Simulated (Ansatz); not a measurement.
A nudged elastic band was laid between two geometries of BH$_{4}$NOTe (8 atoms, charge 0, multiplicity 1).

Computed with Ansatz, RKS LDA/def2-SVP.

```json
{"movable images": "5", "climbing image": "yes", "spring": "5.0 eV/Å²", "optimiser": "quadratic models (default)", "start path": "through a guess of the saddle point", "force threshold": "0.05 eV/Å", "iteration limit": "60", "end points": "relaxed"}
```

Initial state:

```xyz
8
Properties=species:S:1:pos:R:3
N -0.289 0.947 -0.105
B 0.388 -0.269 0.059
O 1.728 -0.404 0.234
Te -0.673 -2.180 0.054
H 0.181 1.856 -0.109
H -1.300 1.004 -0.233
H 2.220 0.438 0.248
H -2.163 -1.450 -0.203
```

Final state:

```xyz
8
Properties=species:S:1:pos:R:3
N -0.427 1.100 -0.068
B 0.379 -0.020 0.132
O 1.730 0.119 0.189
Te -0.530 -2.016 0.389
H -0.009 2.019 -0.240
H -1.443 1.092 0.010
H 2.213 -0.725 0.139
H -1.821 -1.627 -0.605
```

**Question.** Which bonds break or form, and what moves?

**Answer.** No bond is made or broken. The height of N1 over the plane of its neighbours goes from 0.00 to -0.02 Å.

**Question.** Give the energies along the band, and the barrier.

**Answer.** It converged. The highest image is number 4 of 0 to 6, 0.188 eV above the first end and 0.252 eV above the last; the last end lies 0.064 eV below the first. A structure lower than the last end lies on the path between it and the top, so the climb from that side starts below the end, which may itself be a saddle point or a shallow side well. A vibrational analysis at the climbing image gives one clearly imaginary mode, 444i cm⁻¹: a first-order saddle point.

```tsv
image	path coordinate (Å)	energy (eV)	height of N1 over the plane of its neighbours (Å)
0	0.00	0.000	0.00
1	0.24	0.019	0.03
2	0.48	0.079	0.04
3	0.72	0.153	0.04
4	0.96	0.188	0.03
5	3.40	-0.072	-0.03
6	5.83	-0.064	-0.02
```

**Question.** What is the geometry of the highest image?

**Answer.** 
```xyz
8
Properties=species:S:1:pos:R:3:forces:R:3
N -0.338 1.006 -0.164 0.00 0.00 0.00
B 0.397 -0.179 -0.098 0.00 0.00 0.00
O 1.763 -0.204 -0.187 0.00 0.00 0.00
Te -0.601 -2.122 0.080 0.00 0.00 0.00
H 0.134 1.904 -0.310 0.00 0.00 0.00
H -1.357 1.051 -0.148 0.00 0.00 0.00
H 2.245 -0.037 0.640 0.00 0.00 0.00
H -2.151 -1.476 0.131 0.00 0.00 0.00
```

The run took 3.9 min on 1 thread of Arm Neoverse V1 (shared host), peak memory 0.12 GiB.
